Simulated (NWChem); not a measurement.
Species: AlH2O2 cation; SMILES [OH][Al+][OH]

```xyz
5

Al    -0.0065     0.1151     0.0138
O      1.1661     0.3100    -1.0547
H      1.8675     0.4267    -1.6942
O     -1.1790    -0.0790     1.0826
H     -1.8806    -0.1959     1.7220
```
Atoms are numbered in this order, from 1.

All runs: NWChem. Pople sets run with spherical d functions. Coordinates come from a PBE0/def2-SVP optimisation. GIAO values for the isolated, static molecule; σ is the absolute isotropic shielding, δ = σ(reference) − σ with the isolated reference molecule computed at the same levels (1H: tetramethylsilane, 17O: water).

```
level                σ Al1 (ppm)  δ O2 (ppm)  δ H3 (ppm)
-------------------  -----------  ----------  ----------
PBE/pcSseg-1               532.1       -31.3        4.07
BHandHLYP/pcSseg-1         549.1       -31.0        4.76
B3LYP/6-31G*               588.7       -39.6        3.60
B3LYP/6-311G**               ___       -31.6        4.04
Hartree-Fock/6-31G*        615.9       -36.1        4.47
```

Q: Some entries are withheld; supply them.

A: 
- B3LYP/6-311G**, σ Al1 (ppm): 541.7
